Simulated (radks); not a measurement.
Results of a calculation; reference values are marked as such.
Q: Numerical settings for the thulium ion Tm2+, [Xe] 4f13. Code: a radial shooting solver on a logarithmic mesh with Libxc functionals. Model: scalar-relativistic Kohn-Sham, PBEsol, spin-polarised, spherical densities, finite nucleus; open shells are filled with parallel spins first (spin-orbit coupling, left out, can overturn this in heavy ions); Fermi nuclear charge, rms radius 5.2256 fm. The defaults (mesh step 0.008 in ln r, mesh end at 40 bohr or more with all orbitals vanishing there, Anderson mixing 0.5 over 9 steps, residual threshold near 1e-9 with the energy settled to 1e-9 hartree or 1e-11 of itself, here a cap of 58 iterations) give E = -13561.0592 hartree and 4f at -17.193 eV in 17 iterations. Run on one thread of a shared host, so times are rough (Arm Neoverse N1): 0.37 s of CPU time, 0.37 s wall, 17 iterations on 2254 mesh points. One setting is changed at a time: mesh step in ln r 0.05; mesh step in ln r 0.012; mesh step in ln r 0.2; mesh end (bohr) 1; mesh end (bohr) 400; residual threshold 0.001; residual threshold 0.01; mixing 0.2; linear mixing, mixing 0.8; linear mixing, mixing 0.05; mixing history 2; iteration cap 3. Which runs fail to converge, and which converge to a wrong energy?

A: Not converged within the cap: mesh step in ln r 0.2; linear mixing, mixing 0.8; linear mixing, mixing 0.05; iteration cap 3. Settled on a wrong energy, with an occupied level pushed above zero by the early mesh end: mesh end (bohr) 1 (+200 hartree). Apart from these: no run marked as converged misses the energy by more than 1 mhartree.
